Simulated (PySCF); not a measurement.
# Electronic structure of In⁺ (indium, charge +1) at the PBE0 level

Configuration: [Kr] 4d10 5s1 5d1, high-spin 3D determinant (an excited configuration). Computed with PySCF 2.14 in aug-cc-pwCVTZ-DK3 with one added diffuse shell each of s, p, d, f type (11s10p8d5f1g, 125 functions), with scalar relativity by spin-free X2C-1e.

```
Total energy                                                  : -5879.75 hartree
One-electron energy                                           : -8071.28 hartree
Hartree (Coulomb) energy                                      : 2352.23 hartree
Exchange-correlation energy                                   : -160.70 hartree
⟨S²⟩                                                          : 2.0005
⟨L²⟩                                                          : 6.000
Sum of ⟨r⟩                                                    : 33.46 bohr
Sum of ⟨r²⟩                                                   : 63.29 bohr²
Traceless quadrupole moment −½Σ⟨3z² − r²⟩ along its main axis : 8.77 e·bohr²
Langevin diamagnetic susceptibility                           : -50.1 ×10⁻⁶ cm³/mol
Time after the integrals                                      : about 7 core-seconds
```

| shell | electrons | mean orbital energy (hartree) | spread (hartree) | rms radius, mean of both spins (bohr) |
| --- | --- | --- | --- | --- |
| 1s α | 1 | -1021.90305 | 0 | 0.0342 |
| 1s β | 1 | -1021.90105 | 0 | 0.0342 |
| 2s α | 1 | -154.27535 | 0 | 0.139 |
| 2s β | 1 | -154.27384 | 0 | 0.139 |
| 2p α | 3 | -138.54744 | 0.00037 | 0.124 |
| 2p β | 3 | -138.54660 | 0.00071 | 0.124 |
| 3s α | 1 | -30.01199 | 0 | 0.372 |
| 3s β | 1 | -30.00923 | 0 | 0.372 |
| 3p α | 3 | -24.81405 | 0.00125 | 0.373 |
| 3p β | 3 | -24.81240 | 0.00139 | 0.373 |
| 3d α | 5 | -16.71257 | 0.00117 | 0.353 |
| 3d β | 5 | -16.71143 | 0.00151 | 0.353 |
| 4s α | 1 | -5.07934 | 0 | 0.904 |
| 4s β | 1 | -5.07298 | 0 | 0.904 |
| 4p α | 3 | -3.50670 | 0.00200 | 0.987 |
| 4p β | 3 | -3.50217 | 0.00307 | 0.987 |
| 4d α | 5 | -1.22284 | 0.00321 | 1.27 |
| 4d β | 5 | -1.21234 | 0.00455 | 1.27 |
| 5s α | 1 | -0.71439 | 0 | 2.55 |
| 5d α | 1 | -0.19398 | 0 | 5.54 |

The outer electron is Rydberg-like, and this basis confines it to a smaller radius and binds it less than a complete one would.

Densities and radii are taken from the X2C orbitals without a picture-change correction, which distorts them close to the nucleus.
